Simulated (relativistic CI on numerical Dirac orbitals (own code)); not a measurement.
## Zr⁺: sensitivity of the levels to the model

Base calculation: Dirac-Coulomb-Breit CI, separate exchange-only KLI orbitals for each configuration, model QED (radiative potential, 1s self-energy scaled to tabulated hydrogen-like ionisation energies), valence Slater integrals scaled by 0.85, P86 correlation energy added to each configuration.

CI space (outside the closed core [Kr]): 4d2 5s, 4d3, 4d2 5p, 4d 5s 5p, 4d 5s2, 4d2 5d, 5s 5p2, 5s2 5p, 4d2 5f, 4d2 5g, 4d 5s 4f, 4d 5p2, 4d2 6s, 4d 5s 6p, 4d2 6p, 4d 5s 6s. Levels of other configurations are missing.

Variants: (1) no correlation estimate; (2) Slater integrals left unscaled; (3) QED terms removed; (4) only the first 3 configurations. Shifts of the energy above 4d2 5s 4F_3/2, in cm⁻¹, for the lowest level and the first level of each name with at least 55 % of one term (blank where a level changes its place among those of its configuration and J or its character, or is not in the variant):

```
        Level     Base     Δ(1)     Δ(2)   Δ(3)     Δ(4)  Measured
4d2 5s 4F_3/2      0.0      0.0      0.0    0.0      0.0       0.0
4d2 5s 4F_5/2    273.4      0.0     -1.2   -1.2     -2.0     314.7
4d2 5s 4F_7/2    660.4     -0.1     -3.9   -2.9     -6.7     763.4
4d2 5s 4F_9/2   1147.8      0.0     -5.3   -5.0     -9.8    1322.7
   4d3 4F_3/2   1322.2  +2276.0   -316.9  +56.9   +259.8    2572.4
   4d3 4F_5/2   1563.2  +2303.6   -316.0  +55.8   +258.4    2895.1
   4d3 4F_7/2   1881.3  +2319.7   -311.7  +54.4   +260.2    3299.7
   4d3 4F_9/2   2262.0  +2318.9   -302.1  +52.7   +266.5    3757.7
   4d3 2P_1/2   5142.9  +1366.4   +443.5  +33.8   +209.5          
   4d3 2P_3/2   5490.5  +1300.3   +406.7  +28.7    -33.8          
4d2 5s 2F_5/2   6097.9   +114.2   +747.8   +6.2  +1388.4    5752.9
4d2 5s 2F_7/2   6752.1   +143.5   +775.9   +4.9  +1281.3    6467.5
   4d3 2G_7/2   7478.6  +1636.2   +809.0  +41.2     +1.3          
   4d3 2G_9/2   7746.1  +1586.3   +824.7  +39.3    +16.7          
4d2 5s 4P_1/2   7777.7    -11.1  +1241.8   -1.6   +212.1          
4d2 5s 4P_3/2   7958.2     -9.9  +1239.0   -2.6   +218.5          
4d2 5s 4P_5/2   8229.3    -14.3  +1232.4   -3.8   +261.1          
   4d3 4P_1/2   8774.3  +2297.4   +869.2  +54.8   +373.3          
   4d3 4P_3/2   8929.4  +2288.2   +867.4  +53.9   +380.3          
   4d3 4P_5/2   9124.6  +2301.4   +872.8  +53.5   +388.0          
   4d3 2H_9/2  11849.6  +2286.3  +1470.9  +54.3    +47.7          
  4d3 2H_11/2  12146.1  +2337.0  +1476.5  +53.8    +43.0
```

For a near-neutral ion this model can misplace configurations by up to about 10,000 cm⁻¹ (more where the count of f electrons changes) and terms by 10 to 25 % of their spread. Rates follow the energies as ν³ (E1, M1) or ν⁵ (E2), so they and the lifetimes can be off by large factors. The fine structure of a lone outer electron comes out too small, for d and f at times inverted, and misplaced configurations move strength between like terms. 21 of the 29 excited levels that our extract of the measured tables holds in this range could be paired (the sources list more); they are missed by 1083 cm⁻¹ on average and 1703 at most, and levels without a partner can miss by more. Some levels of the ground configuration have no partner and can miss by 10 % or more.

Measured levels: NIST Handbook of Basic Atomic Spectroscopic Data (Sansonetti and Martin, J. Phys. Chem. Ref. Data 34, 1559 (2005)).

Ionisation energy from the two ground configurations alone: base 12.85 eV; no correlation estimate 12.15 eV; Slater integrals left unscaled 12.9 eV; QED terms removed 12.86 eV. The NIST ASD value (measured) is 13.13 eV. The gap of more than 2 % comes from missing correlation.

LS names give the leading component of a level, which can be under half, so a name can repeat, a term be missing and a line seem to break the LS rules.
